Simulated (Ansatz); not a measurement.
Calculated with Ansatz (gas phase, PBE0-D4/def2-TZVP geometries, no zero-point term in ΔE). CCSD(T)/CBS adds triple-zeta CCSD(T) − MP2 to the extrapolated MP2 energy (def2 sets, frozen cores). This one scheme is used for every species. Functionals use def2-TZVPP. B3LYP here is the variant with VWN-RPA as its local correlation; programs differ in this. For Br outer-core shells are correlated without core-valence functions, which leaves a few kJ/mol of doubt a bond. Scalar relativity is left out up to krypton. Each species was taken in one conformer, which may not be the lowest.

Reaction (substitution at a C–Br bond): `[SiH3]CCBr` + `SS` → `[SiH3]CCSS` + HBr

```csv
level,ΔE (kcal/mol),difference from CCSD(T)/CBS
PBE-D4,-4.7,-0.7
r2SCAN-D4,-4.2,-0.2
PBE0-D4,-4.6,-0.6
B3LYP-D4,-4.0,0.0
ωB97X-V,-3.9,0.1
ωB97M-V,-4.2,-0.2
B2PLYP,-2.3,1.7
r2SCAN,-3.6,0.4
HF/def2-TZVPP,0.4,4.4
SCS-MP2/def2-TZVPP,-3.3,0.7
CCSD(T)/def2-TZVPP,-3.7,0.3
HF/def2-QZVPP,0.5,4.5
MP2/def2-QZVPP,-4.8,-0.8
HF/CBS(def2),0.6,4.6
MP2/CBS(def2),-5.0,-1.0
CCSD/CBS(def2),-3.2,0.8
CCSD(T)/CBS,-4.0,0
```

Largest T1 diagnostic among the species: 0.011.

In def2-TZVPP, CCSD(T) changes the Hartree–Fock value by −4.1 kcal/mol (the triples alone add −0.8 kcal/mol) and MP2 by −5.1 kcal/mol. The D4 term adds −3.2 kcal/mol with B3LYP and −1.8 kcal/mol with PBE0; it sums over pairs of atoms, weighted by their polarisabilities, and B3LYP, whose exchange is more repulsive, gets the larger term.
